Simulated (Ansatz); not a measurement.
Start from `COB(F)O[SiH3]` and change one atom or group to get `COB(N)O[SiH3]`.

Ansatz, PBE0-D4/def2-TZVP geometries, multiplicity 1. Each molecule was computed in one conformer, which needn't be the lowest.

| property | `COB(F)O[SiH3]` |
| --- | --- |
| HOMO–LUMO gap (ωB97M-V/def2-TZVPP) / eV | 12.97 |
| HOMO energy (PBE/def2-TZVPP) / eV | -7.33 |
| HOMO–LUMO gap (PBE0/def2-TZVPP) / eV | 9.05 |
| HOMO energy (PBE0/def2-TZVPP) / eV | -8.88 |
| size of the dipole moment (B3LYP/def2-TZVPP) / D | 1.75 |
| size of the dipole moment (PBE/def2-TZVPP) / D | 1.68 |

Problem. Give the same properties after the change, and the shifts. (An estimate is asked.)

Solution. Computed: 
```tsv
property	`COB(N)O[SiH3]`	shift
HOMO–LUMO gap (ωB97M-V/def2-TZVPP) / eV	11.61	-1.36
HOMO energy (PBE/def2-TZVPP) / eV	-5.96	1.37
HOMO–LUMO gap (PBE0/def2-TZVPP) / eV	7.65	-1.40
HOMO energy (PBE0/def2-TZVPP) / eV	-7.43	1.45
size of the dipole moment (B3LYP/def2-TZVPP) / D	0.70	-1.05
size of the dipole moment (PBE/def2-TZVPP) / D	0.67	-1.01
```

With PBE0 the HOMO rises by 1.45 eV and the LUMO rises by 0.05 eV, so the gap narrows by about 1.40 eV. PBE moves the HOMO by 1.37 eV and ωB97M-V by 1.42 eV. Dipoles are sizes alone; their direction can turn.

B3LYP here is the variant with VWN-RPA as its local correlation; programs differ in this.
